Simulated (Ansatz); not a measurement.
`[NH2][Ga]([F])[Cl]` + `FC1BN1` → `[NH2][Ga]([F])[C]1(F)BN1` + HCl  (formal exchange of groups at a Ga–Cl bond)

Program: Ansatz. Geometries: PBE0-D4/def2-TZVP. ΔE: electronic, gas phase. CCSD(T)/CBS is the MP2 limit (def2-TZVPP, def2-QZVPP) plus CCSD(T) − MP2 in def2-TZVPP, frozen cores. This one scheme is used for every species. Functionals use def2-TZVPP. For Ga outer-core shells are correlated without core-valence functions, which leaves a few kJ/mol of doubt a bond. Scalar relativity is left out up to krypton. Each species was taken in one conformer, which may not be the lowest.

```
    level  ΔE (kJ/mol)
   PBE-D4        113.3
CAM-B3LYP        126.3
```

What does CCSD(T)/CBS give? (Best estimate.)

Computed: +119.3 kJ/mol. The listed levels differ from it by -6.0, 7.0 kJ/mol.

What do rigid-rotor, harmonic-oscillator terms from PBE0-D4/def2-TZVP frequencies (298.15 K, 1 bar) make of the CCSD(T)/CBS value? (Estimate.)

Ansatz gave: ΔZPE = -13.7 kJ/mol, ΔH = +109.9 kJ/mol, ΔS = -13 J/(mol·K), ΔG = +113.8 kJ/mol. Modes under 50 cm⁻¹ make the entropy rough.

Largest T1 diagnostic among the species: 0.014.

In def2-TZVPP, CCSD(T) changes the Hartree–Fock value by −34.2 kJ/mol (the triples alone add −3.8 kJ/mol) and MP2 by −32.3 kJ/mol. From r2SCAN to r2SCAN0 (25 % exact exchange), in def2-TZVPP and without D4, ΔE moves by +6.7 kJ/mol. The D4 term adds −6.2 kJ/mol with B3LYP and −3.6 kJ/mol with PBE0; it sums over pairs of atoms, weighted by their polarisabilities, and B3LYP, whose exchange is more repulsive, gets the larger term.

B3LYP here is the variant with VWN-RPA as its local correlation; programs differ in this.
